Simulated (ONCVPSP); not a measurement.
**Before and after: ONCV potential for Rh**

| Quantity | Value |
| --- | --- |
| Element | rhodium (Rh) |
| Generator | ONCVPSP 4.0.1 |
| Type | optimised norm-conserving Vanderbilt (ONCV) |
| Functional | PBE |
| Relativity | scalar-relativistic |
| Frozen core | [Kr] |
| Valence charge | 9 |
| Reference configuration | 4d8 5p1 |
| Partial waves | s scattering state at 0.22 Ha: rc 3.25 bohr, ncon 5, nbas 8, qcut 2.4 1/bohr, 3 projectors, debl 0.6 Ha; 5p: rc 4.00 bohr, ncon 3, nbas 6, qcut 2.4 1/bohr, 2 projectors, debl 0.7 Ha; 4d: rc 1.75 bohr, ncon 3, nbas 8, qcut 8.3 1/bohr, 2 projectors, debl 1.5 Ha |
| Local potential | polynomial inside 1.55 bohr (lpopt 4, dvloc0 3 Ha) |
| Core correction | Teter function, fcfact 5.5, rcfact 1.55 |

In the s channel the program set the typed energies aside and used 0.050, 0.650, 1.250 Ha.

Change: s: qcut 2; p: qcut 2; d: qcut 6.9.

Cutoffs: the cutoffs (Ha) at which the residual kinetic energy of the hardest occupied pseudo-wave falls to 1 and 0.1 mHa per electron; they do not see the model core or the augmentation charge, which bear on the density cutoff. Errors are all-electron minus pseudo energies relative to the spin-unpolarised reference configuration.

Question: What does the change do?

Answer: The potential gets softer (24 Ha and 28 Ha → 20 Ha and 24 Ha); of the 3 tests that both files solve, the error grows in 1 and shrinks in 1 by more than 15 % and 0.3 meV (median size 16.7 → 27.2 meV); neither file shows a bound ghost.

| quantity | base | changed |
| --- | --- | --- |
| cutoff, loose | 24 Ha | 20 Ha |
| cutoff, tight | 28 Ha | 24 Ha |
| loose cutoff by channel | p 0.8 Ha, d 24 Ha | p 0.8 Ha, d 20 Ha |
| bound ghosts | none | none |
| GHOST(+) flags under 300 eV | s at 87.8 eV | s at 94.1 eV |
| tests with a reliable result | 3 of 4 | 3 of 4 |
| error for 4d8 5s1 5p0, meV [ΔE -3.60 eV] | -7.4 | -4.5 |
| error for 4d8 5p0, meV [ΔE 3.86 eV] | -17 | -27 |
| error for 4d7 5p0, meV [ΔE 23.37 eV] | -154 | -152 |
| s: phases at 3.29 bohr within 0.05 rad from the reference energy up to (Ha; the scan ends near 5) | 3.1 | 3.3 |
| p: phases at 4.06 bohr within 0.05 rad from the reference energy up to (Ha; the scan ends near 5) | 1.6 | 1.5 |
| d: phases at 1.78 bohr within 0.05 rad from the reference energy up to (Ha; the scan ends near 5) | to the end of the scan | to the end of the scan |
| rms error of d²Exc/dni dnj with the model core, mHa | 0.86 | 0.92 |
